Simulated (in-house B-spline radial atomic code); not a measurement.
# Ionising S6+ with different functionals

Computed with an all-electron radial atomic-structure program (B-spline basis): scalar-relativistic (spin-free X2C) Hamiltonian, Fermi nucleus of rms radius 3.2611 fm, spin-polarised at highest spin, spherical fractional occupations for the functionals, and exact exchange of hybrids averaged over the configuration. The ionisation energy is the difference of two self-consistent energies, [He] 2s2 2p6 → [He] 2s2 2p5, without Breit or QED terms; ε is the level of the shell that loses the electron (its least bound occupied spin orbital).

```tsv
method	rung	ΔSCF (eV)	-ε(2p) (eV)
PBE0	global hybrid	281.40	264.68
B3LYP	global hybrid	281.67	263.62
TPSSh	global hybrid	281.88	261.28
BHandHLYP	global hybrid	281.38	271.26
r2SCAN0	global hybrid	282.83	266.48
B97-1	global hybrid	281.52	263.72
HSE06	range-separated hybrid	281.36	264.19
wB97X	range-separated hybrid	281.28	265.90
CAM-B3LYP	range-separated hybrid	281.57	265.56
LC-wPBE	range-separated hybrid	281.45	264.09
```

Q: Among the functionals, which spreads more, the ΔSCF values or the orbital energies?

A: The orbital energies: ΔSCF values span about 1.56 eV and the orbital energies 9.98 eV; here energy differences depend much less on the functional than eigenvalues do.

Q: How do they compare with the NIST value?

A: NIST lists 280.95 eV ± 0.007 (measured, ground level to ground level). Errors run from +0.32 to +1.88 eV; wB97X is closest (+0.32 eV), but part of that can be cancellation, since the calculations leave out spin-orbit coupling, Breit-QED terms, multiplet and fine-structure energies.
